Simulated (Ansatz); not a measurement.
Harmonic frequencies (cm⁻¹) at PBE0-D4/def2-TZVP from Ansatz: 134, 196, 283, 438, 482, 574, 632, 652, 685, 924, 983, 1032, 1668, 2236, 2247.

Which molecule is it?
A. `N=C1S[SiH]1Cl`
B. `O[CH2][ZnH]`
C. `C#C[SiH](Cl)Cl`
D. `ClC1=C(Cl)[SiH2]1`

D.
